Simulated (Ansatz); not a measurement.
One change: `[OH][Sn][SH]` becomes `[OH][Sn][Cl]`.

Ansatz, PBE0-D4/def2-TZVP geometries, multiplicity 1. Each molecule was computed in one conformer, which needn't be the lowest.

Elements past krypton have def2 core potentials.

```csv
property,`[OH][Sn][SH]`
HOMO energy (PBE0/def2-TZVPP) / eV,-7.36
LUMO energy (PBE0/def2-TZVPP) / eV,-2.26
size of the dipole moment (PBE/def2-TZVPP) / D,0.34
HOMO energy (B3LYP/def2-TZVPP) / eV,-7.18
LUMO energy (PBE/def2-TZVPP) / eV,-2.90
size of the dipole moment (ωB97M-V/def2-TZVPP) / D,0.50
```

Task: Give the same properties after the change, and the shifts. (Best estimate.)

Result: The calculation gave: 
```tsv
property	`[OH][Sn][Cl]`	shift
HOMO energy (PBE0/def2-TZVPP) / eV	-7.63	-0.27
LUMO energy (PBE0/def2-TZVPP) / eV	-2.52	-0.26
size of the dipole moment (PBE/def2-TZVPP) / D	3.83	3.49
HOMO energy (B3LYP/def2-TZVPP) / eV	-7.46	-0.28
LUMO energy (PBE/def2-TZVPP) / eV	-3.17	-0.27
size of the dipole moment (ωB97M-V/def2-TZVPP) / D	4.09	3.59
```

The zero-point energy changes by -20.5 kJ/mol with -3 modes. Dipoles are sizes alone; their direction can turn.

B3LYP here is the variant with VWN-RPA as its local correlation; programs differ in this.
